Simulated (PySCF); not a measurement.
# What a mistake does to a calculation on BH4O2Si anion

Calculated results; nothing here was measured. The program is PySCF 2.14.0, an open-source quantum chemistry code, run on an isolated molecule that a program drew, which may never have been made. The molecule is BH4O2Si anion (charge -1, singlet), drawn as the SMILES string `OB[SiH-]O`.

Each row is a Hartree-Fock (HF) and frozen-core CCSD(T) single point in the aug-cc-pV(D+d)Z basis, meant for a local HF minimum. Run 1 is clean. Each other run has one planted mistake out of seven kinds, and not every kind appears here: one electron removed, one electron added, multiplicity raised by two, geometry at a saddle point, minimal basis STO-3G, one bond length entered in bohr, all coordinates scaled. The reference is restricted for singlets and unrestricted otherwise, and also for a bond in bohr. Adding or removing an electron swaps singlet and doublet. Electrons count all cores. HOMO and LUMO are orbital energies over both spins, the gradient is its largest component, and the lowest frequency (negative if imaginary) is given only where the gradient is small. Bond lengths are over the 7 bonds as drawn. T1 is the CCSD diagnostic: over 0.02 (restricted) or 0.045 (unrestricted) a single reference is doubtful.

Geometry of the clean run:
```xyz
8
BH4O2Si anion, angstrom
O    -3.2762   -1.6813    1.2014
B    -2.0576   -1.9781    1.7834
Si   -0.9576   -0.4441    2.5786
O    -1.7793    0.9007    1.7397
H    -3.3789   -0.7400    1.1899
H    -1.8439   -3.1786    1.8505
H     0.3131   -0.5732    1.7196
H    -1.4925    0.9938    0.8475
```

| run | electrons | basis functions | <S^2> | HOMO (eV) | LUMO (eV) | gradient (hartree/bohr) | lowest frequency (cm^-1) | mean bond (Å) | longest bond (Å) | T1 | HF (hartree) | CCSD(T) (hartree) | mistake |
|---|---|---|---|---|---|---|---|---|---|---|---|---|---|
| 1 | 40 | 137 | 0.000 | -1.87 | 3.69 | 1.1e-05 | 118 | 1.4094 | 2.048 | 0.0188 | -465.74892 | -466.41558 | no fault |
| 2 | 40 | 137 | 0.857 | -1.00 | 3.59 | 1.9e-02 | - | 1.6697 | 3.871 | 0.0561 | -465.66642 | -466.31782 | one bond length entered in bohr |
| 3 | 40 | 137 | 2.019 | 0.81 | 3.13 | 6.5e-02 | - | 1.4094 | 2.048 | 0.0693 | -465.69014 | -466.33870 | multiplicity raised by two |
| 4 | 40 | 137 | 0.000 | -0.56 | 3.70 | 3.3e-05 | -408 | 1.3747 | 1.900 | 0.0174 | -465.71840 | -466.38930 | ? |

**Which mistake was planted in run 4, and what did it cost?**

The gradient is small, so the point is stationary, but the lowest frequency is imaginary (-408 cm^-1). So the mistake is: geometry at a saddle point. Subtracting run 1 and multiplying by 627.51 kcal/mol a hartree, the energy moved by 19.2 kcal/mol in HF and 16.5 kcal/mol in CCSD(T).

Cautions from the logs. Run 2: T1 is over the limit, so its CCSD(T) energy is less reliable; run 3: T1 is over the limit, so its CCSD(T) energy is less reliable and the HOMO is above zero, so the electron isn't bound and the energy depends on the basis.
